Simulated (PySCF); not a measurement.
Compound: C6H11OPS.
Atom-mapped SMILES: `[CH3:1]/[CH:2]=[CH:3]/[P@H:4](=[S:5])[CH2:6][C:7]([CH3:8])=[O:9]` (hydrogens: H10, H11, H12 on C1; H13 on C2; H14 on C3; H15 on P4; H16, H17 on C6; H18, H19, H20 on C8)

Structure used (PBE0-D3(BJ)/def2-SVP), in Å, numbered top down from 1:
```xyz
20
C6H11OPS angstrom
C      3.8916   -0.1248    0.0388
C      2.4972    0.3753    0.1678
C      1.4896    0.0905   -0.6643
P     -0.1591    0.7635   -0.3872
S     -0.3583    1.9423    1.1535
C     -1.2594   -0.7135   -0.3831
C     -2.7143   -0.2836   -0.4831
C     -3.4548   -0.1358    0.8112
O     -3.1921   -0.0297   -1.5623
H      4.5943    0.7206   -0.0458
H      4.1857   -0.6791    0.9452
H      4.0245   -0.7806   -0.8331
H      2.2712    1.0384    1.0158
H      1.6268   -0.5559   -1.5402
H     -0.5058    1.3251   -1.6488
H     -1.0292   -1.2625    0.5419
H     -1.0038   -1.3206   -1.2650
H     -2.9145    0.6062    1.4253
H     -3.4521   -1.0834    1.3723
H     -4.4833    0.1957    0.6242
```

All values: PBE0/pcSseg-1 (PySCF, non-relativistic), on one gas-phase PBE0-D3(BJ)/def2-SVP geometry that isn't relaxed in the solvent. The solvent is an IEF-PCM continuum (van der Waals radii × 1.2). Only the electrostatic response of the medium enters.

Gas phase at PBE0/pcSseg-1: HOMO -6.76 eV, LUMO -1.10 eV, dipole 4.69 D.

Problem. What does the continuum do to the energy, the frontier levels and the dipole at PBE0/pcSseg-1 in methanol and water?

Solution. 
| solvent | ε | E(solvent) − E(gas) (kcal/mol) | polarisation term (kcal/mol) | distortion of the solute (kcal/mol) | HOMO (eV) | LUMO (eV) | dipole (D) |
| --- | --- | --- | --- | --- | --- | --- | --- |
| methanol | 32.61 | -10.51 | -12.97 | 2.46 | -7.01 | -0.97 | 6.28 |
| water | 78.36 | -10.84 | -13.47 | 2.63 | -7.02 | -0.97 | 6.34 |

The first energy column is the sum of the next two and covers electrostatics alone. From methanol to water the lowering changes by a factor 1.03, Onsager's factor (ε − 1)/(2ε + 1) by 1.03 and ε itself by 2.4.

Problem. Which radius a makes the point-dipole formula ΔE = −[(ε − 1)/(2ε + 1)]·μ²/a³ give the value in water, with the gas-phase dipole?

Solution. μ = 1.845 au and |ΔE| = 0.01728 Eh give a = 2.43 Å; the farthest nucleus lies 4.65 Å from the centroid of the nuclei, so such a sphere wouldn't even hold the nuclei. The formula assumes a rigid point dipole at the centre of a sphere.

Problem. Give the dipole vector in the frame of the coordinates (D, pointing from negative to positive charge), gas and water.

Solution. Gas (3.23, -3.40, -0.07), solvent (3.98, -4.89, -0.71). Its length changes by +35 % and its direction by 7°.

Problem. Which IAO charges (PBE0/pcSseg-1) respond most in methanol (means over atoms taken as equivalent)?

Solution. 
| atoms | environment | gas (e) | solvent (e) | change |
| --- | --- | --- | --- | --- |
| S5 | sulfur bonded to P | -0.608 | -0.681 | -0.073 |
| O9 | ketone oxygen | -0.413 | -0.457 | -0.044 |
| H15 | P–H hydrogen | -0.039 | -0.019 | +0.020 |
| H14 | vinylic hydrogen | +0.153 | +0.173 | +0.020 |
| H17 | methylene hydrogen | +0.173 | +0.191 | +0.018 |
| H16 | methylene hydrogen | +0.166 | +0.181 | +0.015 |
| C7 | ketone carbonyl carbon | +0.397 | +0.410 | +0.013 |
| P4 | phosphorus bonded to 2 C, S and H | +0.973 | +0.983 | +0.010 |
| H13 | vinylic hydrogen | +0.164 | +0.157 | -0.007 |
| H10/H11/H12 | methyl hydrogen | +0.156 | +0.162 | +0.006 |
| C1 | allylic carbon | -0.419 | -0.423 | -0.004 |
| H18/H19/H20 | methyl hydrogen | +0.167 | +0.171 | +0.004 |

Problem. Which Mayer bond orders change most in methanol?

Solution. 
| bond | length (Å) | gas | solvent | change |
| --- | --- | --- | --- | --- |
| P4–S5 | 1.950 | 1.650 | 1.545 | -0.105 |
| C7–O9 | 1.207 | 2.022 | 1.979 | -0.043 |
| C3–P4 | 1.802 | 0.900 | 0.930 | +0.030 |
| C2–C3 | 1.337 | 1.864 | 1.846 | -0.018 |
| P4–C6 | 1.842 | 0.870 | 0.888 | +0.018 |
| C6–C7 | 1.520 | 0.950 | 0.966 | +0.016 |
| C7–C8 | 1.499 | 1.010 | 1.022 | +0.012 |
| C6–H17 | 1.101 | 0.921 | 0.911 | -0.010 |

On one thread of an Arm Neoverse V2, no GPU, on a shared host, this took 43 s of wall time and 1.3 GiB of memory at its peak. This is the whole shielding run at PBE0/pcSseg-1 in water, SCF included.
